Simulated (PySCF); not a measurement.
Relaxation of triplet RhOI

These are results of UB3LYP/[Rh def2-SVP with ECP28, O def2-SVP, I def2-SVP with ECP28], scalar-relativistic core potentials, density fitting, no spin–orbit coupling, PySCF, not measurements. A (50,194) grid was used.

A hand-made bent start, of Cs symmetry, held to at least that symmetry:

```xyz
3
charge 0 multiplicity 3, angstrom
Rh   -1.0021    0.0000   -0.8263
O    -2.3701    0.0000    0.1316
I     1.1113    0.0000    0.6535
```

Problem. What forces act on the atoms at the start (eV/Å)?

Solution. 
```json
{"atom": "Rh1", "Fx": "0.66", "Fy": "0.00", "Fz": "0.11"}
{"atom": "O2", "Fx": "-0.55", "Fy": "0.00", "Fz": "0.14"}
{"atom": "I3", "Fx": "-0.12", "Fy": "0.00", "Fz": "-0.25"}
```

Problem. What does it relax to?

Solution. It ends at Cs with Rh–I 2.552 Å, Rh–O 1.680 Å; I–Rh–O 120.2° (after a last refinement on a finer grid). A frequency run shows a minimum. Other isomers or separated fragments may lie lower.

Problem. How much energy is released, and in how many steps?

Solution. 3.2 kJ/mol in 5 steps.

Open d and f shells are described by one determinant, and the ground state may have another occupation or spin. Spin–orbit coupling, left out here, can matter for elements this heavy.
